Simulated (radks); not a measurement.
Results of a calculation; reference values are marked as such.
Spherical jellium clusters: N electrons in a uniform positive sphere of charge N and radius rs N^(1/3), rs = 3.62 bohr. Level of theory: non-relativistic Kohn-Sham, LDA (Slater exchange, Perdew-Wang correlation), spin-polarised, spherical densities (a radial shooting solver with Libxc functionals). Levels are named by radial order and angular momentum (1s, 1p, 1d, 2s, ...), and open shells are averaged over m.

N = 41, configuration 1s2 1p6 1d10 2s2 1f14 2p6 1g(up 1, down 0). This is the lowest configuration that the search found. Occupied and some empty levels:

level,occupation,eigenvalue (eV),<r> (bohr)
1s up,1,-6.0322,7.985
1s down,1,-6.0068,7.929
1p up,3,-5.4854,9.003
1p down,3,-5.4515,8.973
1d up,5,-4.7199,9.742
1d down,5,-4.6806,9.727
2s up,1,-4.0661,7.461
2s down,1,-4.0488,7.487
1f up,7,-3.7791,10.36
1f down,7,-3.7367,10.36
2p up,3,-2.9492,8.829
2p down,3,-2.9303,8.839
1g up,1,-2.6938,10.95
1g down,0,-2.6504,10.95
2d up,0,-1.8066,10.34
2d down,0,-1.7861,10.35
3s up,0,-1.5652,10.21
3s down,0,-1.5494,10.24
1h up,0,-1.4941,11.56
1h down,0,-1.4517,11.57

Energy (eV): total -76.5742, kinetic 85.071, external -4347.7, Hartree 2151.6, exchange-correlation -164.26, background 2198.7.
